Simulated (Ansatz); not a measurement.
One change: `F[SiH2][CH](F)[SnH3]` becomes `FC[CH](F)[SnH3]`.

Ansatz, PBE0-D4/def2-TZVP geometries, multiplicity 1. Each molecule was computed in one conformer, which needn't be the lowest.

Elements past krypton have def2 core potentials.

```json
{"property": "size of the dipole moment (B3LYP/def2-TZVPP) / D", "`F[SiH2][CH](F)[SnH3]`": "0.54"}
{"property": "LUMO energy (PBE/def2-TZVPP) / eV", "`F[SiH2][CH](F)[SnH3]`": "-1.48"}
{"property": "HOMO energy (PBE/def2-TZVPP) / eV", "`F[SiH2][CH](F)[SnH3]`": "-6.69"}
{"property": "HOMO energy (PBE0/def2-TZVPP) / eV", "`F[SiH2][CH](F)[SnH3]`": "-7.97"}
{"property": "LUMO energy (ωB97M-V/def2-TZVPP) / eV", "`F[SiH2][CH](F)[SnH3]`": "1.14"}
{"property": "size of the dipole moment (ωB97M-V/def2-TZVPP) / D", "`F[SiH2][CH](F)[SnH3]`": "0.57"}
```

(1) What does the change do to each property? (An estimate is asked.)

Results:

(1) Computed: 
```tsv
property	`FC[CH](F)[SnH3]`	shift
size of the dipole moment (B3LYP/def2-TZVPP) / D	2.46	1.92
LUMO energy (PBE/def2-TZVPP) / eV	-0.82	0.66
HOMO energy (PBE/def2-TZVPP) / eV	-6.85	-0.16
HOMO energy (PBE0/def2-TZVPP) / eV	-8.21	-0.24
LUMO energy (ωB97M-V/def2-TZVPP) / eV	1.28	0.14
size of the dipole moment (ωB97M-V/def2-TZVPP) / D	2.51	1.94
```

With PBE0 the HOMO falls by 0.24 eV and the LUMO rises by 0.49 eV, so the gap widens by about 0.73 eV. PBE moves the HOMO by -0.16 eV and ωB97M-V by -0.29 eV. Dipoles are sizes alone; their direction can turn.

B3LYP here is the variant with VWN-RPA as its local correlation; programs differ in this.
